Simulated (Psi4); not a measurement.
C₂H₉AlO₄Si (SMILES [CH3][Al]([CH3])[O][Si](O)(O)O), singlet, at a GFN2-xTB geometry (such geometries of metal compounds can be far from the true shape); MP2/STO-3G run with Psi4 1.11.

Here is a job for Psi4.
```
memory 2 GB

molecule {
0 1
Al   -0.08361096    1.59059272    0.93055930
C     1.11752489    3.02428199    0.23274765
H     2.16434657    2.70498471    0.24167730
H     1.05563987    3.95047062    0.80606611
H     0.88254577    3.26911754   -0.80779408
C    -1.34209611    1.62721872    2.47896089
H    -2.36270423    1.38378647    2.16792379
H    -1.37590383    2.59633354    2.97894984
H    -1.06879980    0.88199479    3.23229515
O    -0.02580329    0.13964329    0.09061247
Si    0.06261606   -1.26432402   -0.73781197
O     1.21961170   -2.20704706   -0.10619565
O     0.41028313   -0.96727297   -2.29221237
O    -1.34768025   -2.05822347   -0.66254550
H     1.04529252   -2.63577188    0.72586984
H     1.26435372   -0.60037842   -2.49971675
H    -2.09831567   -1.69350873   -1.12069751
}

set {
  basis sto-3g
  freeze_core true
  mp2_type conv
  scf_type pk
  puream true
  d_convergence 1e-8
}

energy('mp2')
print_variables()
```

Output, abridged:

```
   => Loading Basis Set <=

    Name: STO-3G
    Role: ORBITAL
    Keyword: BASIS

         ---------------------------------------------------------
                                   SCF
               by Justin Turney, Rob Parrish, Andy Simmonett
                          and Daniel G. A. Smith
                              RHF Reference
         ---------------------------------------------------------

  ==> Geometry <==

    Molecular point group: c1
    Full point group: C1

    Geometry (in Angstrom), charge = 0, multiplicity = 1:

       Center              X                  Y                   Z               Mass
    ------------   -----------------  -----------------  -----------------  -----------------
         AL          -0.086274412416     1.644297572945     0.961704061608    26.981538530000
         C            1.114861437584     3.077986842945     0.263892411608    12.000000000000
         H            2.161683117584     2.758689562945     0.272822061608     1.007825032230
         H            1.052976417584     4.004175472945     0.837210871608     1.007825032230
         H            0.879882317584     3.322822392945    -0.776649318392     1.007825032230
         C           -1.344759562416     1.680923572945     2.510105651608    12.000000000000
         H           -2.365367682416     1.437491322945     2.199068551608     1.007825032230
         H           -1.378567282416     2.650038392945     3.010094601608     1.007825032230
         H           -1.071463252416     0.935699642945     3.263439911608     1.007825032230
         O           -0.028466742416     0.193348142945     0.121757231608    15.994914619570
         SI           0.059952607584    -1.210619167055    -0.706667208392    27.976926534650
         O            1.216948247584    -2.153342207055    -0.075050888392    15.994914619570
         O            0.407619677584    -0.913568117055    -2.261067608392    15.994914619570
         O           -1.350343702416    -2.004518617055    -0.631400738392    15.994914619570
         H            1.042629067584    -2.582067027055     0.757014601608     1.007825032230
         H            1.261690267584    -0.546673567055    -2.468571988392     1.007825032230
         H           -2.100979122416    -1.639803877055    -1.089552748392     1.007825032230

  Running in c1 symmetry.

  Rotational constants: A =      0.07137  B =      0.02589  C =      0.02231 [cm^-1]
  Rotational constants: A =   2139.68496  B =    776.18643  C =    668.83153 [MHz]
  Nuclear repulsion =  552.771773467015578

  Charge       = 0
  Multiplicity = 1
  Electrons    = 80
  Nalpha       = 40
  Nbeta        = 40

  ==> Algorithm <==

  SCF Algorithm Type is PK.
  DIIS enabled.
  MOM disabled.
  Fractional occupation disabled.
  Guess Type is SAD.
  Energy threshold   = 1.00e-08
  Density threshold  = 1.00e-08
  Integral threshold = 1.00e-12

  ==> Primary Basis <==

  Basis Set: STO-3G
    Blend: STO-3G
    Number of shells: 37
    Number of basis functions: 57
    Number of Cartesian functions: 57
    Spherical Harmonics?: true
    Max angular momentum: 1

  ==> Integral Setup <==

  Using in-core PK algorithm.
   Calculation information:
      Number of atoms:                  17
      Number of AO shells:              37
      Number of primitives:            111
      Number of atomic orbitals:        57
      Number of basis functions:        57

      Integral cutoff                 1.00e-12
      Number of threads:                 1

  Performing in-core PK
  Using 2734062 doubles for integral storage.
  We computed 176657 shell quartets total.
  Whereas there are 247456 unique shell quartets.

  ==> DiskJK: Disk-Based J/K Matrices <==

    J tasked:                  Yes
    K tasked:                  Yes
    wK tasked:                  No
    Schwarz Cutoff:          1E-12

  Minimum eigenvalue in the overlap matrix is 2.3447911867E-01.
  Reciprocal condition number of the overlap matrix is 1.0358447298E-01.
    Using symmetric orthogonalization.

  ==> Pre-Iterations <==

  SCF Guess: Superposition of Atomic Densities via on-the-fly atomic UHF (no occupation information).

   -------------------------
    Irrep   Nso     Nmo
   -------------------------
     A         57      57
   -------------------------
    Total      57      57
   -------------------------

  ==> Iterations <==

                        Total Energy        Delta E     RMS |[F,P]|

   @RHF iter SAD:  -894.27263997792977   -8.94273e+02   0.00000e+00
   @RHF iter   1:  -900.02760949130993   -5.75497e+00   8.59533e-03 DIIS/ADIIS
   @RHF iter   2:  -900.20518324475336   -1.77574e-01   1.87513e-03 DIIS/ADIIS
   @RHF iter   3:  -900.21247333686676   -7.29009e-03   4.70264e-04 DIIS/ADIIS
   @RHF iter   4:  -900.21312952754658   -6.56191e-04   1.30669e-04 DIIS/ADIIS
   @RHF iter   5:  -900.21318459235840   -5.50648e-05   2.51955e-05 DIIS
   @RHF iter   6:  -900.21318752389777   -2.93154e-06   5.93120e-06 DIIS
   @RHF iter   7:  -900.21318770181563   -1.77918e-07   1.27777e-06 DIIS
   @RHF iter   8:  -900.21318770928872   -7.47309e-09   3.34536e-07 DIIS
   @RHF iter   9:  -900.21318770983953   -5.50813e-10   3.86066e-08 DIIS
   @RHF iter  10:  -900.21318770984715   -7.61702e-12   5.82019e-09 DIIS
  Energy and wave function converged.

  ==> Post-Iterations <==

    Orbital Energies [Eh]
    ---------------------

    Doubly Occupied:

[...]
      40A     -0.284433

    Virtual:

[...]
    Final Occupation by Irrep:
              A
    DOCC [    40 ]
    NA   [    40 ]
    NB   [    40 ]

  @RHF Final Energy:  -900.21318770984715

   => Energetics <=

    Nuclear Repulsion Energy =            552.7717734670155778
    One-Electron Energy =               -2356.4194573288527863
    Two-Electron Energy =                 903.4344961519901744
    Total Energy =                       -900.2131877098471477

Computation Completed

Properties will be evaluated at   0.000000,   0.000000,   0.000000 [a0]

[...]
  DIE_IF_NOT_CONVERGED          => (empty)
[...]
  FREEZE_CORE_POLICY            => (empty)
  FROZEN_DOCC                   => (empty)
  FROZEN_UOCC                   => (empty)
  INTEGRAL_PACKAGE              => (empty)
  IP_POLES                      => (empty)
  LEVEL_SHIFT                   => (empty)
  LITERAL_CFOUR                 => (empty)
  LS_THC_BASIS_TOLERANCE        => (empty)
  LS_THC_DF                     => (empty)
  LS_THC_PRUNING_SCHEME         => (empty)
  LS_THC_RADIAL_POINTS          => (empty)
  LS_THC_SPHERICAL_POINTS       => (empty)
  LS_THC_S_EPSILON              => (empty)
  LS_THC_WEIGHTS_TOLERANCE      => (empty)
  MAT_NUM_COLUMN_PRINT          => (empty)
  MAX_MOGRAD_CONVERGENCE        => (empty)
  MAX_RADIAL_MOMENT             => (empty)
  MBIS_D_CONVERGENCE            => (empty)
  MBIS_MAXITER                  => (empty)
  MBIS_PRUNING_SCHEME           => (empty)
  MBIS_RADIAL_POINTS            => (empty)
  MBIS_SPHERICAL_POINTS         => (empty)
  MOGRAD_DAMPING                => (empty)
  MOLDEN_WITH_VIRTUAL           => (empty)
  MO_MAXITER                    => (empty)
  MO_READ                       => (empty)
  MO_STEP_MAX                   => (empty)
  MO_WRITE                      => (empty)
  MP2_OS_SCALE                  => (empty)
  MP2_SOS_SCALE                 => (empty)
  MP2_SOS_SCALE2                => (empty)
  MP2_SS_SCALE                  => (empty)
  MP2_TYPE                      => CONV            !
  MP_TYPE                       => (empty)
  NAT_ORBS                      => (empty)
  NUM_FROZEN_DOCC               => (empty)
  NUM_FROZEN_UOCC               => (empty)
  NUM_GPUS                      => (empty)
  OCC_ORBS_PRINT                => (empty)
  OEPROP                        => (empty)
  OPT_METHOD                    => (empty)
  ORBITAL_OPTIMIZER_PACKAGE     => (empty)
  ORB_OPT                       => FALSE           !
  ORB_RESP_SOLVER               => (empty)
  ORTH_TYPE                     => (empty)
  OS_SCALE                      => (empty)
  PARENT_SYMMETRY               => (empty)
  PCG_BETA_TYPE                 => (empty)
  PCG_CONVERGENCE               => (empty)
  PCG_MAXITER                   => (empty)
  PCM                           => (empty)
  PE                            => (empty)
  PRINT                         => (empty)
  PRINT_NOONS                   => (empty)
  PROPERTIES                    => (empty)
  PROPERTIES_ORIGIN             => (empty)
  PUREAM                        => TRUE            !
  QC_MODULE                     => (empty)
  RAS1                          => (empty)
  RAS2                          => (empty)
  RAS3                          => (empty)
  RAS4                          => (empty)
  RELATIVISTIC                  => (empty)
  RELAXED                       => (empty)
  REMP_A                        => (empty)
  RESTRICTED_DOCC               => (empty)
  RESTRICTED_UOCC               => (empty)
  RMS_MOGRAD_CONVERGENCE        => (empty)
  R_CONVERGENCE                 => (empty)
  SCF_TYPE                      => PK              !
  SCREENING                     => (empty)
  SCS_TYPE                      => (empty)
  SOCC                          => (empty)
  SOS_TYPE                      => (empty)
  SPIN_SCALE_TYPE               => NONE            !
  SS_SCALE                      => (empty)
  SYMMETRIZE                    => (empty)
  TPDM_ABCD_TYPE                => (empty)
  WFN                           => (empty)
  WFN_TYPE                      => OMP2            !
  WRITER_FILE_LABEL             => (empty)
  ZORA_BASIS_TOLERANCE          => (empty)
  ZORA_NR_DEBUG                 => (empty)
  ZORA_PRUNING_SCHEME           => (empty)
  ZORA_RADIAL_POINTS            => (empty)
  ZORA_SPHERICAL_POINTS         => (empty)

 ==============================================================================
 ==============================================================================
 ==============================================================================

                             MP2
                    Program Written by Ugur Bozkaya,
              Additional Contributions by J. P. Misiewicz

 ==============================================================================
 ==============================================================================
 ==============================================================================

	MO spaces per irreps...

	IRREP   FC    OCC   VIR  FV
	==============================
	   A    16    24    17    0
	==============================

	Cost of iabc is      0 MB
	Cost of abcd is      0 MB
	Switching to the incore algorithm for iabc..
	Switching to the incore algorithm for abcd..

	Computing MP2 energy using SCF MOs (Canonical MP2)...
	==============================================================================
	Nuclear Repulsion Energy (a.u.)    :   552.77177346701558
	SCF Energy (a.u.)                  :  -900.21318770984715
	REF Energy (a.u.)                  :  -900.21318770984715
	Alpha-Alpha Contribution (a.u.)    :    -0.02182854447937
	Alpha-Beta Contribution (a.u.)     :    -0.24738255584927
	Beta-Beta Contribution (a.u.)      :    -0.02182854447937
	Scaled_SS Correlation Energy (a.u.):    -0.01455236298625
	Scaled_OS Correlation Energy (a.u.):    -0.29685906701913
	SCS-MP2 Total Energy (a.u.)        :  -900.52459913985251
	SOS-MP2 Total Energy (a.u.)        :  -900.51004677686626
	SCSN-MP2 Total Energy (a.u.)       :  -900.29002418641460
	SCS-MP2-VDW Total Energy (a.u.)    :  -900.55166592581361
	SOS-PI-MP2 Total Energy (a.u.)     :  -900.55952328803619
	MP2 Correlation Energy (a.u.)      :    -0.29103964480802
	MP2 Total Energy (a.u.)            :  -900.50422735465520
	==============================================================================

  Variable Map:
  ----------------------------------------------------------------------------
[...]
  Array Variable Map:
  ----------------------------------------------------------------------------
[...]
[...]
```
